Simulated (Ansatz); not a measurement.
`[BH2][SnH2][C]#C` + `[NH2][Ge]([Cl])([Cl])[Cl]` → `[BH2][SnH2][NH2]` + `C#[C][Ge]([Cl])([Cl])[Cl]`  (redistribution)

Computed with Ansatz on PBE0-D4/def2-TZVP structures; ΔE is electronic, products minus reactants. CBS: MP2 limit from def2 TZ/QZ plus the TZ coupled-cluster correction, frozen cores. DFT in def2-TZVPP. Elements past krypton have def2 core potentials. For Ge, Sn outer-core shells are correlated without core-valence functions, which leaves a few kJ/mol of doubt a bond. Scalar relativity is left out up to krypton. One conformer a species, not always the lowest.

| level | ΔE (kJ/mol) |
| --- | --- |
| PBE-D4 | 34.4 |
| MP2/def2-TZVPP | 37.2 |

Question: What does CCSD(T)/CBS give? (An estimate is asked.)

Answer: Ansatz gave: +38.0 kJ/mol. The listed levels differ from it by -3.6, -0.8 kJ/mol.

Largest T1 diagnostic among the species: 0.014.

In def2-TZVPP, CCSD(T) changes the Hartree–Fock value by −6.1 kJ/mol (the triples alone add −1.0 kJ/mol) and MP2 by −7.2 kJ/mol. Leaving LDA and LC-ωPBE aside and taking each functional with its dispersion term where it has one, the values, not all of them listed here, spread over 8.3 kJ/mol, from BLYP-D4 to r2SCAN0-D4. LDA lies +4.1 kJ/mol from PBE without D4.
